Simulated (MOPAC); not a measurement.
A run for MOPAC: PM3 on F2Te (SMILES F[Te]F), a point of a bond scan (R = 3.815 Å).

```
PM3 1SCF PRECISE CHARGE=0 THREADS=1
F2Te

Te     0.04128966 1    -0.02631507 1     0.32717205 1
F      1.15200736 1     2.60362579 1    -2.20313361 1
F     -0.83521100 1    -1.13661273 1    -0.95234664 1
```

Program output:

```
*******************************************************************************
 **                                                                           **
 **                              MOPAC v23.2.5                                **
 **                                                                           **
 *******************************************************************************
 ** MOPAC's Digital Object Identifier: https://doi.org/10.5281/zenodo.6511958 **
 **                                                                           **
 ** Please cite the open-source release paper for use of this MOPAC version:  **
 ** J. E. Moussa and J. J. P. Stewart (2026)                                  **
 ** MOPAC: An open-source semiempirical molecular orbital program             **
 ** J. Open Source Softw., 11(119), 8025, https://doi.org/10.21105/joss.08025 **
 *******************************************************************************

                              PM3 CALCULATION RESULTS

 *******************************************************************************
 *  PM3        - The PM3 Hamiltonian to be used
 *
 *
 *
 *                 CHARGE ON SYSTEM = 0
 *
 *
 *
 *  PRECISE    - TIGHTER CRITERIA TO BE USED
 *  1SCF       - DO 1 SCF AND THEN STOP
 *  THREADS=1  - MULTI-THREADING NOT USED
 *  T=         - A TIME OF 172800.0 SECONDS REQUESTED
 *  DUMP=N     - RESTART FILE WRITTEN EVERY 7200.0 SECONDS REQUESTED
 *******************************************************************************
PM3 1SCF PRECISE CHARGE=0 THREADS=1
 F2Te

   ATOM   CHEMICAL          X               Y               Z
  NUMBER   SYMBOL      (ANGSTROMS)     (ANGSTROMS)     (ANGSTROMS)

     1      Te          0.04128966  *  -0.02631507  *   0.32717205  *
     2       F          1.15200736  *   2.60362579  *  -2.20313361  *
     3       F         -0.83521100  *  -1.13661273  *  -0.95234664  *



          CARTESIAN COORDINATES

    NO.       ATOM           X           Y           Z

     1        Te          0.0413     -0.0263      0.3272
     2         F          1.1520      2.6036     -2.2031
     3         F         -0.8352     -1.1366     -0.9523

  F: (PM3): J. J. P. STEWART, J. COMP. CHEM. 10, 209 (1989).
 Te: (PM3): J. J. P. STEWART, J. COMP. CHEM. 12, 320-341 (1991).

           Empirical Formula: Te F2  =     3 atoms



      MOLECULAR POINT GROUP   :   Cs


      RHF CALCULATION, NO. OF DOUBLY OCCUPIED LEVELS = 10


 -------------------------------------------------------------------------------
 PM3 1SCF PRECISE CHARGE=0 THREADS=1
 F2Te



     1SCF WAS SPECIFIED, SO BFGS WAS NOT USED
     SCF FIELD WAS ACHIEVED


                              PM3 CALCULATION
                                                       MOPAC v23.2.5 Linux




          FINAL HEAT OF FORMATION =         41.41472 KCAL/MOL =     173.27920 KJ/MOL


          COSMO AREA              =        110.39 SQUARE ANGSTROMS
          COSMO VOLUME            =         91.27 CUBIC ANGSTROMS

          IONIZATION POTENTIAL    =         10.210374 EV
          HOMO LUMO ENERGIES (EV) =        -10.210 -5.658
          NO. OF FILLED LEVELS    =         10
          MOLECULAR WEIGHT        =        165.5968         POINT GROUP:  Cs

          MOLECULAR DIMENSIONS (Angstroms)

            Atom       Atom       Distance
            F     3    F     2     4.41621
           Te     1    F     3     1.64094
            F     2    F     3     0.00000


          SCF CALCULATIONS        =          1





   ATOM   CHEMICAL          X               Y               Z
  NUMBER   SYMBOL      (ANGSTROMS)     (ANGSTROMS)     (ANGSTROMS)

     1      Te          0.04128966  *  -0.02631507  *   0.32717205  *
     2       F          1.15200736  *   2.60362579  *  -2.20313361  *
     3       F         -0.83521100  *  -1.13661273  *  -0.95234664  *

                             CARTESIAN COORDINATES

   1   Te        0.041289660    -0.026315070     0.327172050
   2    F        1.152007360     2.603625790    -2.203133610
   3    F       -0.835211000    -1.136612730    -0.952346640


           Empirical Formula: Te F2  =     3 atoms



      MOLECULAR POINT GROUP   :   Cs


                  EIGENVALUES
 -20.44480 -17.74736 -17.25762 -16.97117 -16.75686 -13.30826 -13.30641 -12.18262
 -10.72902 -10.21037  -5.65773  -2.17648


              NET ATOMIC CHARGES AND DIPOLE CONTRIBUTIONS

  ATOM NO.   TYPE          CHARGE      No. of ELECS.   s-Pop       p-Pop
    1         Te           0.628482        5.3715     1.99165     3.37987
    2          F          -0.325799        7.3258     1.99675     5.32905
    3          F          -0.302684        7.3027     1.57347     5.72921
 DIPOLE           X         Y         Z       TOTAL
 POINT-CHG.    -0.464    -2.501     5.820     6.352
 HYBRID         0.103     0.124     0.171     0.235
 SUM           -0.361    -2.377     5.991     6.455


          ATOMIC ORBITAL ELECTRON POPULATIONS

     Atom    s        px        py        pz
    1 Te   1.99165   1.62747   1.02501   0.72740
    2  F   1.99675   1.93968   1.67100   1.71837
    3  F   1.57347   1.95673   1.89775   1.87474

 **********************
 *                    *
 * JOB ENDED NORMALLY *
 *                    *
 **********************




 == MOPAC DONE ==
```

The run finished.

Cost: around 0.03 core-seconds (rough).
